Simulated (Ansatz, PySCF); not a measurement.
Molecule: methylidenesilane, CH$_{4}$Si, net charge 0, singlet state. 
Geometry from a B3LYP-D3(BJ)/def2-TZVP (Ansatz, an electronic-structure program) optimisation:
SMILES: C=[SiH2]
```xyz
6

C     -1.1498    -0.0548    -0.0450
Si     0.5479     0.0261     0.0215
H     -1.7685     0.8316    -0.0996
H     -1.6839    -0.9961    -0.0356
H      1.3979    -1.1745     0.0958
H      1.2833     1.3023     0.0091
```
Charge 0, spin multiplicity 1.

Property: atomisation energy (electronic, to ground-state atoms), in kJ/mol. Correlated levels leave the core frozen unless marked. Open shells are spin-unrestricted. Spin-orbit coupling is left out. No relativistic terms. The coupled-cluster limit lacks core correlation, which all-electron functionals hold. CBS(X,Y): correlation extrapolated as X^-3; Hartree-Fock from the larger set.

| level | program | atomisation energy (kJ/mol) | minus last row |
|---|---|---|---|
| HF/aug-cc-pV(T+d)Z | Ansatz | 1426.0 | -504.7 |
| BP86/def2-TZVPD | PySCF | 1968.5 | 37.8 |
| B3LYP/def2-TZVPD | Ansatz | 1918.1 | -12.6 |
| PBE0/6-31G* | Ansatz | 1890.0 | -40.7 |
| HSE06/def2-TZVPD | Ansatz | 1908.1 | -22.6 |
| B2PLYP-D4/def2-TZVPD | Ansatz + dftd4 | 1906.7 | -24.0 |
| CCSD/def2-TZVPPD | Ansatz | 1861.5 | -69.2 |
| CCSD/cc-pV(Q+d)Z | Ansatz | 1884.6 | -46.1 |
| CCSD(T)/def2-TZVPP | Ansatz | 1885.3 | -45.4 |
| CCSD(T)/CBS(cc-pV(T+d)Z,cc-pV(Q+d)Z) | Ansatz | 1930.7 | 0.0 |

The Hartree-Fock reference is unstable (checked in the largest basis), which strains HF and MP2.
